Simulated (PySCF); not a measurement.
**CuH₃: fields on a plane**

Method: PBE0 in PySCF with Cu def2-TZVP, H def2-TZVP; no relativity; density-fitted integrals.

The singlet minimum has Cu–H 1.504 Å, Cu–H 1.728 Å (×2), H–H 0.782 Å; Cu–H–H 76.9° (×2), H–Cu–H 26.2°, H–Cu–H 166.9° (×2).

The plane holds Cu1 at (0.00, 0.00), H2 at (1.73, 0.00), H3 at (1.55, 0.76), H4 at (-1.46, -0.34) Å. Columns run from x = -3.45 to 4.05 Å, rows from y = 3.15 (top) to -2.25 Å, in steps of 0.3 Å. Other isomers or separated fragments may lie lower.

Problem. Give the highest occupied orbital (Å^-3/2) at -6.67 eV (cut at ±0.3; overall sign arbitrary). Every second row and column.

Solution. 
```
 0.00  0.00  0.00  0.01  0.01  0.01  0.01  0.01  0.01  0.00  0.00  0.00  0.00
 0.00  0.01  0.01  0.02  0.02  0.02  0.02  0.02  0.01  0.00  0.00  0.00  0.00
 0.01  0.01  0.02  0.03  0.05  0.06  0.05  0.03  0.01  0.00  0.00  0.00  0.00
 0.01  0.02  0.04  0.07  0.11  0.14  0.11  0.05  0.00 -0.01 -0.01  0.00  0.00
 0.02  0.04  0.09  0.15  0.18  0.25  0.18 -0.01 -0.06 -0.04 -0.02 -0.01  0.00
 0.02  0.06  0.15  0.30  0.25 -0.30 -0.30 -0.24 -0.07 -0.06 -0.02 -0.01  0.00
 0.02  0.06  0.18  0.30  0.30 -0.10  0.30  0.03  0.00 -0.01 -0.01  0.00  0.00
 0.02  0.05  0.11  0.21  0.22  0.20  0.21  0.12  0.04  0.01  0.00  0.00  0.00
 0.01  0.03  0.05  0.09  0.11  0.11  0.10  0.07  0.03  0.02  0.01  0.00  0.00
 0.01  0.01  0.02  0.04  0.05  0.05  0.04  0.03  0.02  0.01  0.01  0.00  0.00
```

Problem. Give the lowest empty orbital (Å^-3/2) at -0.56 eV (cut at ±0.3; overall sign arbitrary). Lower edges of the bins (Å^-3/2): '0' -0.300, '1' -0.240, '2' -0.180, '3' -0.120, '4' -0.060, '5' 0.000, '6' 0.060, '7' 0.120, '8' 0.180, '9' 0.240; top 0.30.

Solution. 
```
44444444444444444444444444
44444444444444433333444444
44444444444433333333344444
44444444443333222223334444
44444444333322211122334444
44444443332221100012233444
44444433322111000002234444
44444433221111000002344444
44444433221233100013444555
44444433221596332355555555
44444443321095557997666555
44444444445900579999876655
44444455568834689999876655
45555555677877889999876655
55555556677888888888776655
55555556667777888877766655
55555555666777777776666555
55555555566666666666655555
55555555555566666555555555
```
